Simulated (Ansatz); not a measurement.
Reaction (substitution at a C–C bond): `CC1=C(O)C1` + `[NH2][InH2]` → `C[NH][InH2]` + `OC1=CC1`

Gas-phase electronic energies from Ansatz, PBE0-D4/def2-TZVP geometries. CCSD(T)/CBS adds triple-zeta CCSD(T) − MP2 to the extrapolated MP2 energy (def2 sets, frozen cores). Elements past krypton have def2 core potentials. For In outer-core shells are correlated without core-valence functions, which leaves a few kJ/mol of doubt a bond. Each species was taken in one conformer, which may not be the lowest.

```csv
species,HF/CBS(def2) energy (Eh)
`CC1=C(O)C1`,-229.82978
`[NH2][InH2]`,-245.99917
`C[NH][InH2]`,-285.03397
`OC1=CC1`,-190.77211
```

Problem. Work out ΔE.

Solution. ΔE = (-285.03397) + (-190.77211) − (-229.82978) − (-245.99917) = 0.02287 Eh = +0.62 eV. CCSD(T)/CBS gives +0.60 eV.

Largest T1 diagnostic among the species: 0.016.
